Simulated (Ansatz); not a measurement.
Geometry optimisation, UKS LDA/def2-SVP in Ansatz.

Input file:

```yaml
crystal:
  periodic: [false, false, false]
  atoms:
    - { symbol: Al, position_ang: [0.0, 0.0, 0.0] }
    - { symbol: F, position_ang: [0.0, 0.0, 1.94] }
    - { symbol: "N", position_ang: [1.6627, 0.0, -0.96] }
    - { symbol: H, position_ang: [2.1293, -0.9179, -1.2118] }
    - { symbol: H, position_ang: [2.1141, 0.9179, -1.2382] }
    - { symbol: "N", position_ang: [-1.6627, 0.0, -0.96] }
    - { symbol: H, position_ang: [-2.3316, -0.8164, -0.8614] }
    - { symbol: H, position_ang: [-1.9118, 0.8164, -1.5886] }
    - { symbol: Cl, position_ang: [0.0, 0.0, 3.74] }
magnetization:
  spin_polarized: true
  initial_magnetization: 1
basis:
  gaussian: { orbitals: def2-SVP }
hamiltonian:
  xc: lda
relax:
  f_tol: 0.15
  max_steps: 25
  restrain:
    - { distance: [1, 8], at: 1.5, k: 30.0 }
    - { distance: [0, 1], at: 2.89, k: 30.0 }
```

Command:

```bash
$ ansatz run input.yaml --threads 4 --pin off --max-ram 5120MiB --backend cpu --events-out ev --progress --plain --runs-dir out
```

Q: Where does it end, and by what steps?

A: The run converged. The restraints hold the end off the free minimum; the threshold counts their pulls, which the force column leaves out. Restrained pairs: F2–Cl9 (1.80 → 1.61 Å), Al1–F2 (1.94 → 2.87 Å). After 14 steps the energy has risen by 0.995 eV (the restraints' own energy left out); H7 moved furthest, 0.95 Å.

```
step  energy less start (eV)  largest force component (eV/Å)  accepted
   0                  0.0000                           7.233       yes
   1                  0.6070                           6.194       yes
   2                  1.4535                           5.875       yes
   3                  1.3519                           4.247       yes
   4                  1.1700                           3.576       yes
   5                  1.0199                           3.313       yes
   6                  1.0433                           3.705       yes
   7                  1.0036                           3.533       yes
   8                  1.0113                           3.610       yes
   9                  1.0193                           3.831       yes
  10                  1.0179                           3.821       yes
  11                  1.0218                           3.715        no
  12                  1.0003                           3.661       yes
  13                  0.9848                           3.518       yes
  14                  0.9954                           3.617       yes
```

```xyz
9
Properties=species:S:1:pos:R:3
Al 0.068 -0.523 -0.422
F -0.091 -0.538 2.445
N 1.581 -0.021 -1.203
H 2.481 -0.455 -0.979
H 1.720 0.866 -1.700
N -1.504 0.118 -0.924
H -2.367 0.002 -0.385
H -1.720 0.416 -1.882
Cl -0.169 0.134 3.909
```

Time of the run: 12 s on 4 threads of Arm Neoverse V2, with other jobs on the host, peak memory 0.17 GiB.
